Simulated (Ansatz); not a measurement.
Mulliken charges of C2H6InN (`C/C=[N]\[InH2]`) from ωB97M-V/def2-TZVPP in Ansatz (PBE0-D4/def2-TZVP geometry).

```tsv
atom	x (Å)	y (Å)	z (Å)	charge (e)
C1	1.188	-0.974	-0.249	-0.227
C2	-0.168	-1.009	0.391	-0.004
N3	-1.001	-0.083	0.490	-0.401
In4	-1.252	1.869	0.002	0.457
H5	1.247	-1.717	-1.051	0.104
H6	1.404	0.016	-0.658	0.071
H7	1.958	-1.238	0.482	0.104
H8	-0.424	-1.998	0.815	0.083
H9	-0.852	2.986	1.240	-0.095
H10	-2.100	2.149	-1.461	-0.095
```

Question: By hand: the dipole of these point charges (1 e Å = 4.8032 D).

Answer: Σ q r = (0.238, 0.153, -0.158) e Å, of length 0.324 e Å = 1.56 D.

Question: How does the dipole of the full density compare? (An estimate is asked.)

Answer: Ansatz gave: (0.313, -0.022, -0.138) e Å, 1.65 D; the point charges give 0.95 times that, at 33° from its direction.

Point charges leave out the atoms' own dipoles, such as those of lone pairs, and Mulliken's split depends on the basis, so the two needn't agree.
